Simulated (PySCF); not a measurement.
## Ho: excitation energy

Ho [Xe] 4f11 6s2 (high-spin determinant) → Ho [Xe] 4f12 6s1 (high-spin determinant), as a difference of total energies. Calculation: PySCF 2.14, in x2c-TZVPPall (11s7p7d4f2g, 113 functions); scalar relativity by spin-free X2C-1e. Correlated levels: valence: [Kr] 4d10 frozen; valence and next inner shell: [Ar] 3d10 frozen. The calculations carry no spin-orbit coupling.

| method | excitation energy (eV) |
| --- | --- |
| UHF | 10.890 |
| LDA | 5.391 |
| PBE0 | 6.870 |
| r2SCAN | 6.662 |
| MP2 (valence) | 5.268 |
| SCS-MP2 (valence) | 6.070 |
| MP2 (valence and next inner shell) | 4.618 |
| SCS-MP2 (valence and next inner shell) | 5.623 |

Task: How much does correlation contribute at MP2 (valence and next inner shell)?

Result: 4.618 − (10.890) = -6.272 eV, measured against UHF.

A first-order spin-orbit estimate (lowest level to lowest level, LS coupling) adds 0.177 eV.

In the upper state the promoted electron has a positive orbital energy at LDA, PBE0, r2SCAN, so the basis confines it.

The determinant of the upper state and of the lower state mixes LS terms, which raises its energy above the lowest term, most at the Hartree-Fock and MP2 levels.
